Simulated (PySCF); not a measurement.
**The first ionisation energy along the 4d series**

All values are computed (PySCF 2.14, energy differences of UHF-based or UKS calculations, no spin-orbit coupling). Values in eV. The last column holds reference values (NIST; (s) semi-empirical, (t) theoretical, else measured). Unmarked ones compare directly (S terms, centres of terms, or small fine structure); those marked * lie between the lowest fine-structure levels and include a spin-orbit shift.

```tsv
element	configurations	MP2 (valence)	CCSD (valence)	CCSD(T) (valence)	LDA	PBE	PBE0	reference
Zr (aug-cc-pVTZ-PP with ECP28MDF, ECP)	[Kr] 4d2 5s2 → [Kr] 4d2 5s1	6.113	6.338	6.420	6.721	6.423	6.281	6.639
Nb (aug-cc-pVTZ-PP with ECP28MDF, ECP)	[Kr] 4d4 5s1 → [Kr] 4d4	6.456	6.525	6.558	7.467	7.197	6.927	6.776
Mo (aug-cc-pVTZ-PP with ECP28MDF, ECP)	[Kr] 4d5 5s1 → [Kr] 4d5	6.815	6.849	6.888	7.785	7.521	7.244	7.092
Tc (aug-cc-pVTZ-PP with ECP28MDF, ECP)	[Kr] 4d5 5s2 → [Kr] 4d5 5s1	6.752	6.846	6.960	7.317	6.885	6.715	7.119
Ru (aug-cc-pVTZ-PP with ECP28MDF, ECP)	[Kr] 4d7 5s1 → [Kr] 4d7	7.180	7.128	7.211	8.118	7.828	7.518	7.365
Rh (aug-cc-pVTZ-PP with ECP28MDF, ECP)	[Kr] 4d8 5s1 → [Kr] 4d8	7.303	7.219	7.316	8.217	7.913	7.593	7.479
Pd (aug-cc-pVTZ-PP with ECP28MDF, ECP)	[Kr] 4d10 → [Kr] 4d9	8.675	8.080	8.308	9.236	8.785	8.385	8.512
Ag (aug-cc-pVTZ-PP with ECP28MDF, ECP)	[Kr] 4d10 5s1 → [Kr] 4d10	7.486	7.342	7.450	8.369	8.041	7.705	7.576
Cd (aug-cc-pVTZ-PP with ECP28MDF, ECP)	[Kr] 4d10 5s2 → [Kr] 4d10 5s1	8.894	8.742	8.880	9.497	9.118	8.821	8.994
```

Task: Which of these methods has the smallest mean absolute error against the measured values here?

Result: CCSD(T) (valence), with 0.173 eV.

| method | elements | mean error (eV) | mean absolute error (eV) | largest error (eV) |
| --- | --- | --- | --- | --- |
| MP2 (valence) | 9 | -0.209 | 0.245 | -0.526 |
| CCSD (valence) | 9 | -0.276 | 0.276 | -0.432 |
| CCSD(T) (valence) | 9 | -0.173 | 0.173 | -0.219 |
| LDA | 9 | 0.575 | 0.575 | 0.793 |
| PBE | 9 | 0.240 | 0.340 | 0.465 |
| PBE0 | 9 | -0.040 | 0.195 | -0.404 |

Errors include the incompleteness of the basis and the frozen core.

"Valence" correlates the outer s and p shells and, in groups 3 to 12 and the f block, the outer d or f shell, open or full, or the next shell where the ion has no valence electron left; the wider scheme adds the next inner shell.
